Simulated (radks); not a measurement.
All-electron atom: the tantalum ion Ta3+ in [Xe] 4f14 5d2. Method: Dirac Kohn-Sham, PBE, spin-unpolarised, spherical densities, point nucleus; open shells fill j = l - 1/2 first; computed with a radial shooting solver on a logarithmic mesh with Libxc functionals.

Spin-orbit splittings of the eigenvalues, e(l+1/2) - e(l-1/2), with zeta = 2 splitting/(2l+1) and mean radii in bohr:

| shell | occ. | splitting (eV) | zeta (eV) | <r> j=l-1/2 | <r> j=l+1/2 |
|---|---|---|---|---|---|
| 2p | 6 | 1270 | 846.9 | 0.06487 | 0.07271 |
| 3p | 6 | 273.5 | 182.3 | 0.1942 | 0.2088 |
| 3d | 10 | 59.56 | 23.82 | 0.1829 | 0.1874 |
| 4p | 6 | 62.96 | 41.97 | 0.4645 | 0.4975 |
| 4d | 10 | 11.56 | 4.626 | 0.5165 | 0.5279 |
| 4f | 14 | 1.985 | 0.5672 | 0.6321 | 0.6427 |
| 5p | 6 | 8.912 | 5.941 | 1.210 | 1.309 |
| 5d | 2 | 0.8157 | 0.3263 | 1.821 | 1.867 |
